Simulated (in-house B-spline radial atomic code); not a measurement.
# Ionising the aluminium ion Al²⁺ with different functionals

Computed with a radial B-spline atomic code at the basis-set limit: scalar-relativistic (spin-free X2C) Hamiltonian, Fermi nucleus of rms radius 3.061 fm, spin-polarised at highest spin, spherical fractional occupations for the functionals, and exact exchange of hybrids averaged over the configuration. The ionisation energy is the difference of two self-consistent energies, [Ne] 3s1 → [He] 2s2 2p6, without Breit or QED terms; ε is the level of the shell that loses the electron (its least bound occupied spin orbital).

| method | rung | ΔSCF (eV) | -ε(3s) (eV) |
| --- | --- | --- | --- |
| PBE0 | global hybrid | 28.73 | 25.50 |
| B3LYP | global hybrid | 29.07 | 25.42 |
| TPSSh | global hybrid | ? | ? |
| BHandHLYP | global hybrid | ? | ? |
| r2SCAN0 | global hybrid | 28.46 | 25.65 |
| B97-1 | global hybrid | 28.45 | 25.11 |
| HSE06 | range-separated hybrid | 28.75 | 25.12 |
| wB97X | range-separated hybrid | 27.92 | 27.60 |
| CAM-B3LYP | range-separated hybrid | 29.07 | 26.96 |
| LC-wPBE | range-separated hybrid | 28.71 | 28.24 |

(1) What does TPSSh give?

(2) What does BHandHLYP give?

(3) Among the functionals, which spreads more, the ΔSCF values or the orbital energies?

(4) How do they compare with the NIST value?

Answers

(1) ΔSCF 28.53 eV, and -ε(3s) = 24.84 eV.

(2) ΔSCF 28.86 eV, and -ε(3s) = 26.49 eV.

(3) The orbital energies: ΔSCF values span about 1.15 eV and the orbital energies 3.41 eV.

(4) NIST lists 28.448 eV (measured, ground level to ground level). Errors run from -0.53 to +0.62 eV; B97-1 is closest (-0.00 eV), but part of that can be cancellation, since the calculations leave out Breit-QED terms.
